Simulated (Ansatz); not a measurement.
Spin gap between two states, R1 and P1; the higher of the two is an excited state, each structure at its B3LYP-D3(BJ)/def2-TZVP stationary point, reached from a drawn start (curvature not checked).
R1, O2S2 (SMILES O=[S][S]=O) (charge 0, multiplicity 1, Z-matrix in Å and degrees):
```
S
O 1 1.4720
S 1 2.0125 2 114.64
O 3 1.4720 1 114.64 2 0.00
```
P1, O2S2 (SMILES O=[S][S]=O) (charge 0, multiplicity 3, Z-matrix in Å and degrees):
```
S
O 1 1.4946
S 1 2.2659 2 104.15
O 3 1.4946 1 104.15 2 -180.00
```

P less R. No zero-point or thermal terms; singlets are restricted closed shells; open shells are unrestricted. One arrangement of each flexible species, with no search for the lowest.

Correlated levels freeze the cores.

The values were computed with Ansatz (a first-principles code) with Gaussian orbitals. Each number belongs to the level named beside it.

Total energies in hartree:

```json
[
 {"structure": "R1", "PBE/def2-TZVPP": "-946.408452", "B3LYP/def2-TZVPP": "-946.899597", "CCSD(T)/cc-pV(Q+d)Z": "-945.762757"},
 {"structure": "P1", "PBE/def2-TZVPP": "-946.376450", "B3LYP/def2-TZVPP": "-946.878518", "CCSD(T)/cc-pV(Q+d)Z": "-945.728867"}
]
```

Work out the spin gap at each level in kcal/mol (1 hartree = 627.50947 kcal/mol), and say how far PBE/def2-TZVPP lies from CCSD(T)/cc-pV(Q+d)Z.


- PBE/def2-TZVPP: (-946.376450) − (-946.408452) = 0.032002 hartree = 20.08 kcal/mol
- B3LYP/def2-TZVPP: (-946.878518) − (-946.899597) = 0.021079 hartree = 13.23 kcal/mol
- CCSD(T)/cc-pV(Q+d)Z: (-945.728867) − (-945.762757) = 0.033890 hartree = 21.27 kcal/mol
PBE/def2-TZVPP less CCSD(T)/cc-pV(Q+d)Z: -1.19 kcal/mol. CCSD(T)/cc-pV(Q+d)Z is the level counted from, the highest shown, and no exact or measured value.
